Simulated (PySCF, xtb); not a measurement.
disulfane (H2S2), SMILES SS.

GFN2-xTB (xtb) at its own geometry gives an orbital gap of 3.48 eV and a dipole moment of 1.77 D.

Coordinates come from a B3LYP-D3(BJ)/def2-TZVP optimisation.

What does PBE/def2-TZVPD (PySCF) give? (An estimate is asked for; the answer gives what the named calculation found.)

gap 4.13 eV (levels -6.37 and -2.24 eV), dipole 1.10 D.
